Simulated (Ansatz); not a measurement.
Total energies of `[CH3][AlH][O][SiH2]O`.

```
atom    x (Å)    y (Å)    z (Å)
  C1   2.5471  -0.5692   0.2272
 Al2   0.9045   0.2543   0.8522
  O3  -0.4671   0.2394  -0.1328
 Si4  -1.8916   0.1487  -0.8906
  O5  -3.1579   0.0350   0.1499
  H6   2.3862  -1.2129  -0.6406
  H7   3.2750   0.1976  -0.0605
  H8   3.0192  -1.1641   1.0150
  H9   0.7627   0.9877   2.2487
 H10  -1.9647  -1.0894  -1.6991
 H11  -2.0337   1.3634  -1.7377
 H12  -3.3797   0.8095   0.6683
```

Charge 0, multiplicity 1. The structure was optimised at the PBE0-D4/def2-TZVP level. It is one conformer, not always the lowest. Basis def2-TZVPP, Ansatz.

RPA on PBE orbitals: Hartree–Fock energy of these orbitals -722.73499 Eh, correlation -1.41289 Eh (frozen core).

| functional | energy without D4 (Eh) | D4 term (kJ/mol) |
| --- | --- | --- |
| LDA (SPW92) | -721.24554 | – |
| BLYP | -724.89577 | -46.6 |
| r2SCAN | -724.79635 | -5.5 |
| B97M-V | -724.77589 | – |
| r2SCANh | -724.78282 | -5.9 |
| CAM-B3LYP | -724.89569 | -18.8 |
| LC-ωPBE | -724.66401 | – |
| ωB97X-V | -724.80057 | – |
| B2PLYP | -724.58045 | – |
| PBE-QIDH | -724.30362 | – |

Give the same for PBE, revPBE, PBE0, B3LYP, r2SCAN0, HSE06 (plane-wave form), BHLYP, ωB97M-V. (Best estimate.)

Computed: 
```csv
functional,energy without D4 (Eh),D4 term (kJ/mol)
PBE,-724.42922,-21.5
revPBE,-724.75896,-62.5
PBE0,-724.49400,-18.4
B3LYP,-725.00270,-34.7
r2SCAN0,-724.76366,-6.5
HSE06 (plane-wave form),-724.47168,-17.2
BHLYP,-724.85896,-27.6
ωB97M-V,-724.83859,–
```

B3LYP takes the VWN-RPA correlation (the form of Gaussian; ORCA's B3LYP/G). HSE06 is the plane-wave form, built on full-range PBE exchange. The double hybrids freeze the cores in their second-order part.

LC-ωPBE has ω = 0.4 bohr⁻¹.
